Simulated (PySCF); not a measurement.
A run for PySCF: U-B3LYP/6-31G* on CH6BN (SMILES BNC), a point of a bond scan (R = 1.009 Å).

```python
from pyscf import gto, scf, dft, mp
from pyscf.data.elements import chemcore

mol = gto.M(
    atom='''
    B    -0.17377685    0.16935935    1.35984899
    H    -1.04662609    0.51554608    2.09587791
    H     0.90496525   -0.15002550    1.76046960
    N    -0.42136335    0.13750334   -0.00246435
    C     0.50465876   -0.25211116   -1.05318898
    H    -1.33200836    0.40682345   -0.34423305
    H     0.67789059    0.56736518   -1.75577805
    H     0.12956168   -1.11043727   -1.61689155
    H     1.45669201   -0.52592512   -0.60230554
    ''',
    basis='6-31g*',
    cart=True,
    charge=0, spin=0, verbose=3, max_memory=1800)
mf = dft.UKS(mol, xc='b3lyp')
mf.conv_tol = 1e-8
mf.max_cycle = 100
mf.init_guess_breaksym = True
mf.kernel()
if not mf.converged:
    mf = mf.newton().run(mf.mo_coeff, mf.mo_occ)
for _ in range(4):
    mo, _, stable, _ = mf.stability(return_status=True)
    if stable:
        break
    mf.kernel(mf.make_rdm1(mo, mf.mo_occ))
```

It printed:

```
converged SCF energy = -121.348069219631  <S^2> = 9.6206065e-10  2S+1 = 1
<class 'pyscf.dft.uks.UKS'> wavefunction is stable in the internal stability analysis
```

The calculation finished and met its thresholds.

Cost: very roughly 60 core-seconds.
